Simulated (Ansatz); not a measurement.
`O[SiH](O)[AlH2]`, one more setting.

```yaml
crystal:
  periodic: [false, false, false]
  atoms:
    - {symbol: O, position_ang: [-0.378473, 1.572664, -1.091077]}
    - {symbol: Si, position_ang: [0.581388, 0.605175, -0.150200]}
    - {symbol: O, position_ang: [1.642681, -0.307796, -1.034927]}
    - {symbol: Al, position_ang: [-0.817129, -0.855754, 1.284986]}
    - {symbol: H, position_ang: [-1.108895, 1.166391, -1.558682]}
    - {symbol: H, position_ang: [1.455028, 1.565690, 0.564378]}
    - {symbol: H, position_ang: [1.304128, -1.079470, -1.490047]}
    - {symbol: H, position_ang: [-1.780773, -1.919705, 0.584997]}
    - {symbol: H, position_ang: [-0.809554, -0.793595, 2.873471]}
basis:
  gaussian: {orbitals: "6-31G*", final_grid: {core_spheres: 8, valence_spheres: 7, degree: 23}}
hamiltonian: {xc: {name: B3LYP}}
scf: {lower_state_search: full}
output: {forces: true}
```

```sh
$ ansatz run in.yaml --threads 2 --pin off --events-out ev --progress --plain --max-ram 4352MiB
```

Output, abridged:

```
Functional definition: B3LYP
740 factors; integrals over basis functions are off by at most 6.1e-4 eV
mean field evaluation 1: about -18643.0680 eV, gradient 6.9e1 eV
mean field evaluation 2: about -18643.2096 eV, gradient 6.9e1 eV
mean field evaluation 4: about -18651.0452 eV, gradient 1.0e1 eV
mean field evaluation 8: about -18651.4699 eV, gradient 4.8e-1 eV
mean field evaluation 16: about -18651.4706 eV, gradient 1.0e-4 eV
mean field -18651.47062357 eV, -685.4289029954 hartree, gradient 2.5e-5 eV, S^2 0.000000; 0 other end points of the search recorded, 0 dependent functions left out
reference -18651.47091669 eV, -685.4289137672 hartree; 24, 24 occupied and 54, 54 virtual orbitals, 740 factors
Total energy: -18651.47091669 eV, -685.4289137672 hartree
Atom 0 at    -0.378473     1.572664    -1.091077 Å, force    -0.028106     0.602905    -0.078002 eV/Å
Atom 1 at     0.581388     0.605175    -0.150200 Å, force    -0.076298    -0.066149     0.527544 eV/Å
Atom 2 at     1.642681    -0.307796    -1.034927 Å, force     0.605334     0.013867    -0.061295 eV/Å
Atom 3 at    -0.817129    -0.855754     1.284986 Å, force     0.048044     0.051240    -0.011112 eV/Å
Atom 4 at    -1.108895     1.166391    -1.558682 Å, force    -0.333605    -0.199671    -0.220535 eV/Å
Atom 5 at     1.455028     1.565690     0.564378 Å, force    -0.005210    -0.005027     0.014075 eV/Å
Atom 6 at     1.304128    -1.079470    -1.490047 Å, force    -0.168394    -0.353702    -0.215229 eV/Å
Atom 7 at    -1.780773    -1.919705     0.584997 Å, force    -0.034269    -0.037225    -0.011177 eV/Å
Atom 8 at    -0.809554    -0.793595     2.873471 Å, force    -0.007498    -0.006237     0.055731 eV/Å
Dipole moment:    -0.349883    -0.381365    -0.165772 e Å
```

It took 1.2 s on 2 threads of an AMD EPYC 7B13 on a shared host, with 0.4 GiB of host memory at the peak.
